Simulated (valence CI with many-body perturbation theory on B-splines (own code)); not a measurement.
E1 transitions of Ho18+

Level of theory: valence CI with perturbative core correlation (CI+MBPT): three valence electrons over a frozen Dirac-Fock core [Kr] 4d10, radial functions for each j: 7 s, 7 p, 7 d, 7 f, 4 g, 2 h, with the one-electron correlation potential Σ1 (screened to all orders), the two-electron term Σ2, the three-electron term Σ3, Breit, model QED; selected single and double excitations, second order for the rest, scaled by the run's own slope (own B-spline code, finite nucleus).

No measured levels were compared; by estimate terms of the open shell hold to a few per cent of their energy, and close levels can change places. Excitations out of the core, of the other parity, are not computed and may begin above about 129 eV (a cautious bound); beyond it only levels of the ground parity were kept, without lifetimes.

Lines 51 to 100 of 581 in falling wavelength, among levels below 1038900 cm⁻¹, chosen from the strongest by gf and those to the six lowest levels. Wavelengths and rates use the calculated energies, so an error of 2000 cm⁻¹ moves a line at 40.29 nm by 0.81 % and its rate by three times that or more. Electric multipoles are in the length gauge, E1 and E2 with the static RPA response of the core. Weak lines are less certain than strong ones. Lines between different terms over intervals too small for the method are left out, as are lines whose strength nearly cancels. Where a level lies close to another of its J and parity, the split of strength between their lines is uncertain. The highest levels of a list are the least certain.

Levels are named by their leading jj configuration (3d3/2^4 stands for four electrons in 3d with j = 3/2), which in mixed levels can hold well under half, so a name can repeat and another be missing. Letters in brackets count levels of one name in rising energy.

| λ vac (nm) | Upper | Lower | A (s⁻¹) | S (a.u.) |
| --- | --- | --- | --- | --- |
| 40.29 | (4f5/2 4f7/2 5p1/2) J=7/2 [a] | (4f5/2 4f7/2 5s) J=7/2 [b] | 6.50e+07 | 1.68e-02 |
| 40.28 | (4f7/2^2 5p1/2) J=11/2 | (4f7/2^2 5s) J=11/2 | 2.61e+09 | 1.01e+00 |
| 40.18 | (4f5/2 4f7/2 5p1/2) J=3/2 [a] | (4f5/2^2 5s) J=1/2 | 1.21e+08 | 1.55e-02 |
| 40.09 | (4f5/2 4f7/2 5p1/2) J=5/2 [a] | (4f5/2 4f7/2 5s) J=5/2 [a] | 1.47e+09 | 2.80e-01 |
| 40.03 | (4f5/2 4f7/2 5p1/2) J=3/2 [b] | (4f7/2^2 5s) J=5/2 | 1.75e+08 | 2.22e-02 |
| 39.99 | (4f5/2^2 5p1/2) J=9/2 | (4f5/2^2 5s) J=9/2 | 2.87e+09 | 9.05e-01 |
| 39.96 | (4f7/2^2 5p1/2) J=7/2 | (4f7/2^2 5s) J=7/2 | 1.62e+09 | 4.07e-01 |
| 39.95 | (4f7/2^2 5p1/2) J=13/2 | (4f7/2^2 5s) J=11/2 | 3.51e+09 | 1.55e+00 |
| 39.93 | (4f5/2 4f7/2 5p1/2) J=5/2 [a] | (4f5/2 4f7/2 5s) J=7/2 [b] | 1.37e+09 | 2.58e-01 |
| 39.87 | (4f5/2 4f7/2 5p1/2) J=11/2 [a] | (4f5/2 4f7/2 5s) J=9/2 [a] | 2.88e+09 | 1.08e+00 |
| 39.78 | (4f5/2 4f7/2 5p1/2) J=9/2 [a] | (4f5/2 4f7/2 5s) J=9/2 [a] | 2.35e+09 | 7.32e-01 |
| 39.78 | (4f5/2 4f7/2 5s) J=11/2 [a] | (4f5/2^2 4f7/2) J=9/2 | 4.99e+03 | 1.86e-06 |
| 39.76 | (4f5/2^2 5p3/2) J=1/2 | (4f7/2^2 5s) J=1/2 | 1.33e+09 | 8.27e-02 |
| 39.72 | (4f5/2 4f7/2 5p1/2) J=9/2 [b] | (4f5/2 4f7/2 5s) J=7/2 [b] | 2.70e+09 | 8.35e-01 |
| 39.68 | (4f5/2 4f7/2 5p1/2) J=1/2 | (4f5/2 4f7/2 5s) J=3/2 [b] | 5.72e+09 | 3.53e-01 |
| 39.61 | (4f5/2 4f7/2 5p1/2) J=3/2 [a] | (4f5/2 4f7/2 5s) J=3/2 [a] | 1.17e+09 | 1.44e-01 |
| 39.58 | (4f5/2^2 5p1/2) J=5/2 | (4f5/2^2 5s) J=5/2 | 2.91e+09 | 5.35e-01 |
| 39.53 | (4f5/2 4f7/2 5p1/2) J=7/2 [a] | (4f5/2 4f7/2 5s) J=9/2 [b] | 2.27e+09 | 5.54e-01 |
| 39.47 | (4f5/2 4f7/2 5p1/2) J=5/2 [b] | (4f5/2 4f7/2 5s) J=3/2 [a] | 4.38e+09 | 7.97e-01 |
| 39.44 | (4f5/2 4f7/2 5p1/2) J=3/2 [a] | (4f5/2 4f7/2 5s) J=5/2 [b] | 6.68e+09 | 8.09e-01 |
| 39.42 | (4f5/2 4f7/2 5p1/2) J=11/2 [b] | (4f5/2 4f7/2 5s) J=11/2 [b] | 3.96e+09 | 1.44e+00 |
| 39.41 | (4f7/2^2 5p1/2) J=9/2 | (4f7/2^2 5s) J=7/2 | 4.20e+09 | 1.27e+00 |
| 39.40 | (4f5/2 4f7/2 5p1/2) J=11/2 [b] | (4f5/2 4f7/2 5s) J=13/2 | 4.46e+09 | 1.61e+00 |
| 39.38 | (4f5/2^2 5p1/2) J=9/2 | (4f5/2^2 5s) J=7/2 | 4.59e+09 | 1.38e+00 |
| 39.35 | (4f5/2 4f7/2 5p1/2) J=7/2 [b] | (4f5/2 4f7/2 5s) J=5/2 [a] | 1.32e+09 | 3.18e-01 |
| 39.34 | (4f5/2^2 5p1/2) J=1/2 | (4f5/2^2 5s) J=1/2 | 6.57e+09 | 3.95e-01 |
| 39.34 | (4f5/2 4f7/2 5p1/2) J=13/2 | (4f5/2 4f7/2 5s) J=11/2 [b] | 3.87e+09 | 1.63e+00 |
| 39.32 | (4f5/2^2 5s) J=3/2 | (4f5/2^3) J=3/2 | 8.25e+04 | 9.90e-06 |
| 39.31 | (4f5/2 4f7/2 5p1/2) J=13/2 | (4f5/2 4f7/2 5s) J=13/2 | 4.55e+09 | 1.91e+00 |
| 39.29 | (4f5/2 4f7/2 5p1/2) J=5/2 [b] | (4f5/2 4f7/2 5s) J=5/2 [b] | 3.39e+09 | 6.08e-01 |
| 39.20 | (4f5/2 4f7/2 5p1/2) J=7/2 [a] | (4f5/2 4f7/2 5s) J=7/2 [a] | 2.88e+09 | 6.85e-01 |
| 39.20 | (4f5/2 4f7/2 5p1/2) J=7/2 [b] | (4f5/2 4f7/2 5s) J=7/2 [b] | 2.02e+09 | 4.80e-01 |
| 39.14 | (4f5/2^2 5p1/2) J=5/2 | (4f5/2^2 5s) J=3/2 | 4.84e+09 | 8.60e-01 |
| 39.13 | (4f5/2 5p1/2^2) J=5/2 | (4f7/2 5s 5p1/2) J=7/2 [b] | 6.66e+07 | 1.18e-02 |
| 39.10 | (4f7/2^2 5p1/2) J=7/2 | (4f7/2^2 5s) J=9/2 | 6.22e+09 | 1.47e+00 |
| 39.09 | (4f7/2 5s 5p1/2) J=5/2 | (4f5/2 5s^2) J=5/2 | 3.82e+08 | 6.76e-02 |
| 39.08 | (4f5/2^2 5p1/2) J=3/2 | (4f5/2^2 5s) J=5/2 | 5.26e+09 | 6.20e-01 |
| 39.03 | (4f5/2 4f7/2 5p1/2) J=1/2 | (4f5/2^2 5s) J=1/2 | 3.40e+08 | 1.99e-02 |
| 39.03 | (4f5/2 4f7/2 5p1/2) J=11/2 [a] | (4f5/2 4f7/2 5s) J=11/2 [a] | 3.78e+09 | 1.33e+00 |
| 39.00 | (4f7/2^2 5p1/2) J=3/2 | (4f7/2^2 5s) J=5/2 | 7.45e+09 | 8.72e-01 |
| 38.98 | (4f5/2 4f7/2 5p1/2) J=9/2 [b] | (4f5/2 4f7/2 5s) J=9/2 [b] | 3.39e+09 | 9.90e-01 |
| 38.96 | (4f7/2^2 5p1/2) J=5/2 | (4f7/2^2 5s) J=5/2 | 3.45e+09 | 6.03e-01 |
| 38.95 | (4f5/2 4f7/2 5p1/2) J=9/2 [a] | (4f5/2 4f7/2 5s) J=11/2 [a] | 4.73e+09 | 1.38e+00 |
| 38.94 | (4f5/2 4f7/2 5s) J=9/2 [a] | (4f5/2^2 4f7/2) J=9/2 | 1.23e+04 | 3.58e-06 |
| 38.92 | (4f5/2 4f7/2 5p1/2) J=3/2 [b] | (4f5/2 4f7/2 5s) J=3/2 [b] | 4.64e+09 | 5.40e-01 |
| 38.91 | (4f5/2^2 5p1/2) J=7/2 | (4f5/2^2 5s) J=9/2 | 4.73e+09 | 1.10e+00 |
| 38.88 | (4f5/2^2 5s) J=5/2 | (4f5/2^3) J=3/2 | 4.25e+04 | 7.40e-06 |
| 38.86 | (4f5/2 4f7/2 5p1/2) J=5/2 [a] | (4f5/2 4f7/2 5s) J=7/2 [a] | 4.83e+09 | 8.39e-01 |
| 38.73 | (4f5/2 4f7/2 5p1/2) J=7/2 [a] | (4f5/2 4f7/2 5s) J=9/2 [a] | 1.10e+08 | 2.52e-02 |
| 38.69 | (4f7/2^2 5p1/2) J=11/2 | (4f7/2^2 5s) J=13/2 | 5.63e+09 | 1.93e+00 |
